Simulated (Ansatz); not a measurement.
BH3O (SMILES BO) moved off its minimum; all values from Ansatz (a quantum-chemistry and plane-wave program), cores frozen in correlated methods.
(charge 0, multiplicity 1)
```xyz
5

B     -0.47624    -0.58897     0.06547
H     -0.32455    -1.33004     0.92431
H     -1.30913    -0.64108    -0.79291
O      0.46854     0.45224     0.03001
H      0.33017     1.07040    -0.71069
```

Give the forces (eV/Å), the total energy and the dipole at CCSD(T)/aug-cc-pVTZ.


| atom | Fx | Fy | Fz |
|---|---|---|---|
| B1 | 1.145 | 2.101 | -1.125 |
| H2 | -0.017 | -0.871 | 0.903 |
| H3 | -0.056 | -0.072 | 0.121 |
| O4 | -1.073 | -0.683 | -0.344 |
| H5 | 0.001 | -0.474 | 0.446 |
Energy -101.7533 hartree, dipole 1.40 D.
